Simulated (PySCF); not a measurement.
Al(OH)3 anion (AlH3O3), SMILES [OH][Al]([OH])[OH] (connectivity only; charge and spin as stated), charge -1, multiplicity 2.

Geometry optimised at PBE0-D3(BJ)/def2-SVPD. The multiplicity is an assumed one; other spin states were not compared. The isomer is the one that the SMILES or the coordinates give; other isomers of the formula were not compared. One conformer was computed; it need not be the lowest.

Two levels are set side by side: PBE/def2-TZVPD (PySCF) and r2SCAN/def2-TZVPD (PySCF). Same geometry, gas phase. Differences are taken from unrounded values.

| quantity | r2SCAN |
|---|---|
| α-spin orbital gap (eV) | 2.39 |
| β-spin orbital gap (eV) | 4.77 |
| mean polarisability (bohr³) | 118.1 |

Problem. What does PBE give, and how far is it from r2SCAN? (An estimate is asked for; the answer gives what the named calculation found.)

Solution. 
| quantity | PBE | PBE minus r2SCAN |
|---|---|---|
| α-spin orbital gap (eV) | 1.92 | -0.47 |
| β-spin orbital gap (eV) | 4.13 | -0.64 |
| mean polarisability (bohr³) | 135.5 | 17.3 |

Rough cost on one machine, each run with all the roots and properties that it gave: r2SCAN against PBE about 2 times.
